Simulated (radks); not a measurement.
The vanadium ion V+ inside a hard spherical wall (all orbitals vanish at R), configuration held at [Ar] 3d4 and not refilled when levels cross. Calculated with a radial shooting solver on a logarithmic mesh with Libxc functionals: scalar-relativistic Kohn-Sham, PBE, spin-polarised, spherical densities, point nucleus; open shells are filled with parallel spins first. Eigenvalues in eV for spin up, with the zero of energy where the potential of the charges vanishes at infinity; a dash marks a level that is unbound or too diffuse for the functional's potential to be trusted. A positive occupied level is held by the wall or, in an anion where self-interaction has pushed it up, behind a barrier. The pressure on the wall is -dE/dV.

R (bohr) = free: E (hartree) -948.85212; kinetic (hartree) 957.650; e(2p) -505.09; e(3s) -74.075; e(3p) -48.089; e(4s, empty) -9.953; e(3d) -9.862; e(4p, empty) -6.140; pressure (GPa) 0
R (bohr) = 20: E (hartree) -948.85212; kinetic (hartree) 957.650; e(2p) -505.09; e(3s) -74.075; e(3p) -48.089; e(4s, empty) -9.953; e(3d) -9.862; e(4p, empty) -6.140; pressure (GPa) < 0.0001
R (bohr) = 12: E (hartree) -948.85212; kinetic (hartree) 957.650; e(2p) -505.09; e(3s) -74.075; e(3p) -48.089; e(4s, empty) -9.953; e(3d) -9.862; e(4p, empty) -6.137; pressure (GPa) < 0.0001
R (bohr) = 8: E (hartree) -948.85183; kinetic (hartree) 957.653; e(2p) -505.06; e(3s) -74.042; e(3p) -48.056; e(4s, empty) -9.902; e(3d) -9.833; e(4p, empty) -5.922; pressure (GPa) 0.0154
R (bohr) = 7: E (hartree) -948.85090; kinetic (hartree) 957.660; e(2p) -504.97; e(3s) -73.964; e(3p) -47.981; e(4s, empty) -9.772; e(3d) -9.763; e(4p, empty) -5.579; pressure (GPa) 0.0829
R (bohr) = 6: E (hartree) -948.84714; kinetic (hartree) 957.685; e(2p) -504.71; e(3s) -73.730; e(3p) -47.754; e(4s, empty) -9.352; e(3d) -9.549; e(4p, empty) -4.725; pressure (GPa) 0.453
R (bohr) = 4: E (hartree) -948.76934; kinetic (hartree) 958.040; e(2p) -501.84; e(3s) -71.378; e(3p) -45.494; e(4s, empty) -3.717; e(3d) -7.168; e(4p, empty) 3.496; pressure (GPa) 17.7
R (bohr) = 2.5: E (hartree) -947.78035; kinetic (hartree) 962.261; e(2p) -486.65; e(3s) -60.858; e(3p) -34.864; e(4s, empty) 36.624; e(3d) 6.058; e(4p, empty) 50.342; pressure (GPa) 858
R (bohr) = 2: E (hartree) -945.37654; kinetic (hartree) 971.998; e(2p) -465.43; e(3s) -46.500; e(3p) -19.369; e(4s, empty) 96.850; e(3d) 24.568; e(4p, empty) 113.28; pressure (GPa) 5230
R (bohr) = 1.5: E (hartree) -934.77841; kinetic (hartree) 1007.493; e(2p) -410.50; e(3s) -0.787; e(3p) 29.534; e(4s, empty) 272.50; e(3d) 76.260; e(4p, empty) 285.84; pressure (GPa) 44400
